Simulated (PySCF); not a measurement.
# Dipole response of Sm (samarium, neutral)

[Xe] 4f6 6s2, high-spin 7F determinant. Calculation: PySCF 2.14, in x2c-TZVPPall with one added diffuse shell each of s, p, d, f type (12s8p8d5f2g, 129 functions); scalar relativity by spin-free X2C-1e. Coupled (time-dependent) response in atomic units; α is the mean over directions.

| method | mean α (bohr³) | α xx, yy, zz | C₆ (like pair) | S(−4) |
| --- | --- | --- | --- | --- |
| UHF | 251.7 | 254.5, 254.5, 246.1 | 4554 | 73150 |

S(−4) is the Cauchy moment in α(ω) = α(0) + S(−4) ω² + …

Reference α: 192 ± 20 bohr³ (recommended; Schwerdtfeger and Nagle, table of static dipole polarizabilities (2023 update)). Published C₆: 3130 (Gould and Bucko (2016)).

Spin-orbit coupling is absent.

Hartree-Fock lies above the reference because it lacks correlation, which contracts the outer shell.

α(iu) at UHF:

| u (hartree) | α(iu) (bohr³) |
| --- | --- |
| 0 | 251.7 |
| 0.0500 | 192.7 |
| 0.100 | 119.1 |
| 0.200 | 50.95 |
| 0.300 | 28.64 |
| 0.500 | 14.35 |
| 0.750 | 8.730 |
| 1.00 | 6.189 |
| 1.50 | 3.730 |
| 2.00 | 2.539 |
| 3.00 | 1.429 |
| 5.00 | 0.6716 |

A single London oscillator, α(iu) = α/(1 + u²/ω²), gives C₆ = (3/4) ω α². Matching the computed C₆ needs ω = 4 × 4554 / (3 × 251.7²) = 0.0958 hartree.

The components differ because the open shell of this determinant is not spherical; for a pure term their mean is the scalar polarisability.

Spin-orbit coupling, absent here, splits the open shell strongly.
